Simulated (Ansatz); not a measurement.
TlCl₂. Charge 0, multiplicity 4. Geometry r2SCAN-D4/def2-TZVP; atoms count from 1.

Cartesian coordinates in Å:
```
Tl -0.2305 -0.0435 -0.2173
Cl -1.3925 -1.0631 1.9246
Cl 1.6230 1.1066 -1.7073
```

In the def2 sets Tl takes a core potential; there is no spin–orbit coupling. At PBE0-D4/def2-TZVP a doublet of charge 0 lies 5.37 eV below the quartet, each at its own geometry. The structure comes from a short search, and lower isomers may exist.

**Question.** Estimate the Mulliken populations from the PBE0/def2-TZVP orbitals of Ansatz.

**Answer.** 
```json
{"atom": "Tl1", "charge (e)": "0.16", "spin (α − β)": "1.43"}
{"atom": "Cl2", "charge (e)": "-0.08", "spin (α − β)": "0.79"}
{"atom": "Cl3", "charge (e)": "-0.08", "spin (α − β)": "0.79"}
```
Mulliken values and Mayer orders depend strongly on the basis.

**Question.** Where does the spin sit?

**Answer.** Summed by element: Tl 1.43, Cl 1.57, of 3 unpaired in all. Largest on single atoms: Tl1 1.43, Cl2 0.79, Cl3 0.79.

**Question.** And the Mayer bond orders between bonded heavy atoms (over 0.3)?

**Answer.** Tl1–Cl2 0.55 (2.64 Å); Tl1–Cl3 0.55 (2.64 Å). Values over 0.3 also appear between atoms too far apart for a bond (Cl2–Cl3 0.48 at 5.20 Å); they arise where an orbital or an unpaired electron spreads over both atoms.
